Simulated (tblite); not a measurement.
C4H11FGeSe.
Atom-mapped SMILES: `[CH3:1][C@@H:2]([F:3])[GeH2:4][C@@H:5]([CH3:6])[SeH:7]` (hydrogens: H8, H9, H10 on C1; H11 on C2; H12, H13 on Ge4; H14 on C5; H15, H16, H17 on C6; H18 on Se7)

Computed with GFN2-xTB (tblite), gas phase: L-BFGS steps from a force-field or distance-geometry start until the largest atomic force falls under 0.01 eV/Å.

Step 34: E = -652.4744 eV
```
atom  x, y, z in Å  |  force x, y, z in eV/Å
C1     -1.9732    0.7071    0.3263    0.009   0.016   0.018
C2     -1.6705   -0.4318   -0.6238   -0.004   0.001   0.006
F3     -1.5220    0.0633   -1.9175   -0.019   0.018   0.014
Ge4    -0.0023   -1.4890   -0.2868    0.035  -0.014   0.011
C5      1.6695   -0.3776   -0.2855   -0.018   0.016  -0.012
C6      1.6436    0.7864   -1.2571   -0.012  -0.016  -0.005
Se7     2.1125    0.2322    1.5501   -0.017   0.025   0.000
H8     -2.0767    0.3196    1.3368   -0.004  -0.043   0.006
H9     -1.1732    1.4441    0.3172    0.032   0.011  -0.027
H10    -2.8989    1.2024    0.0402   -0.013   0.029   0.004
H11    -2.5279   -1.1111   -0.6711   -0.009  -0.026  -0.026
H12    -0.1322   -2.2397    1.0115    0.009   0.004   0.004
H13     0.0919   -2.5074   -1.3966   -0.002   0.023  -0.007
H14     2.5019   -1.0474   -0.5243   -0.010   0.020   0.019
H15     0.8785    1.5098   -0.9753    0.019  -0.007  -0.023
H16     2.6054    1.2988   -1.2844   -0.019  -0.020   0.003
H17     1.4085    0.4240   -2.2586    0.017  -0.011   0.010
H18     1.0563    1.2227    1.6225    0.005  -0.027   0.006
```

Step 35: E = -652.4748 eV
```
atom  x, y, z in Å  |  force x, y, z in eV/Å
C1     -1.9729    0.7076    0.3278    0.003   0.017   0.016
C2     -1.6690   -0.4309   -0.6215   -0.004  -0.007  -0.010
F3     -1.5204    0.0659   -1.9142   -0.010   0.020  -0.003
Ge4    -0.0006   -1.4900   -0.2865    0.025   0.005   0.001
C5      1.6703   -0.3770   -0.2853   -0.028  -0.003  -0.010
C6      1.6436    0.7850   -1.2582   -0.003  -0.008  -0.010
Se7     2.1086    0.2331    1.5506   -0.014   0.033   0.007
H8     -2.0768    0.3189    1.3374   -0.005  -0.036   0.022
H9     -1.1747    1.4461    0.3182    0.048   0.010  -0.020
H10    -2.8980    1.2033    0.0407   -0.023   0.021   0.005
H11    -2.5263   -1.1102   -0.6718   -0.008  -0.027  -0.015
H12    -0.1299   -2.2420    1.0101    0.009  -0.002   0.014
H13     0.0902   -2.5065   -1.3979    0.000   0.020  -0.011
H14     2.5038   -1.0456   -0.5233   -0.008   0.015   0.022
H15     0.8790    1.5089   -0.9787    0.003   0.002  -0.016
H16     2.6047    1.2973   -1.2872    0.003  -0.007   0.010
H17     1.4103    0.4214   -2.2590    0.004  -0.022  -0.008
H18     1.0494    1.2209    1.6223    0.009  -0.031   0.005
```

Question: Estimate the geometry and energy of step 36. (The exact step hangs on the optimiser's Hessian estimate; all steps are aligned on step 35, rigid shifts and turns removed.)

Answer: E = -652.4752 eV, largest force 0.049 eV/Å
```
atom  x, y, z in Å  |  force x, y, z in eV/Å
C1     -1.9727    0.7087    0.3299   -0.002   0.010   0.009
C2     -1.6676   -0.4300   -0.6191   -0.006  -0.009  -0.020
F3     -1.5184    0.0690   -1.9109   -0.002   0.018  -0.016
Ge4     0.0015   -1.4909   -0.2861    0.000   0.021  -0.006
C5      1.6710   -0.3766   -0.2852   -0.028  -0.016  -0.001
C6      1.6437    0.7833   -1.2595    0.005   0.001  -0.015
Se7     2.1046    0.2350    1.5510   -0.005   0.031   0.008
H8     -2.0771    0.3179    1.3386   -0.003  -0.019   0.024
H9     -1.1754    1.4483    0.3189    0.048  -0.001  -0.008
H10    -2.8977    1.2047    0.0416   -0.019   0.009   0.011
H11    -2.5249   -1.1096   -0.6728   -0.001  -0.020  -0.003
H12    -0.1273   -2.2448    1.0089    0.010  -0.004   0.020
H13     0.0883   -2.5049   -1.3995    0.004   0.016  -0.015
H14     2.5058   -1.0437   -0.5217   -0.005   0.009   0.024
H15     0.8796    1.5077   -0.9822   -0.013   0.010  -0.011
H16     2.6041    1.2959   -1.2899    0.022   0.002   0.016
H17     1.4121    0.4183   -2.2595   -0.006  -0.030  -0.025
H18     1.0416    1.2179    1.6209    0.003  -0.024   0.006
```

The energy changes by -0.0004 eV. The first-order estimate −F·Δx gives -0.0005 eV and the mean of the old and new forces, exact on a quadratic surface, -0.0004 eV. The step makes an angle of 73° with the force vector and moves no atom by more than 0.008 Å.

The cost below is that of the whole relaxation. Time: 1.4 s. Hardware: an Arm Neoverse N1 with one thread, no GPU, on a shared host.
